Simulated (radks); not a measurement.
The numbers below are computed, except where a source is named.
Problem. These are the eigenvalues of the occupied orbitals of an atom or ion with whole-number occupations (hartree). Code: a radial shooting solver on a logarithmic mesh with Libxc functionals. Model: non-relativistic Kohn-Sham, exchange-only r2SCAN, spin-polarised, spherical densities, point nucleus; meta-GGA in the generalised Kohn-Sham scheme.

| orbital | eigenvalue |
|---|---|
| 1s up | -1.58804 |

Which element is it, and in what charge state? The configuration may be excited. Open shells, if any, are filled with parallel spins first.

Solution. Z = 2, helium, charge +1: He+ in 1s1. The 1s level, -1.588 hartree, gives Z - s = 1.8 by -(Z - s)^2/2, which with screening narrows Z to a few neighbours, and with so few levels the electron count can be read from the list.
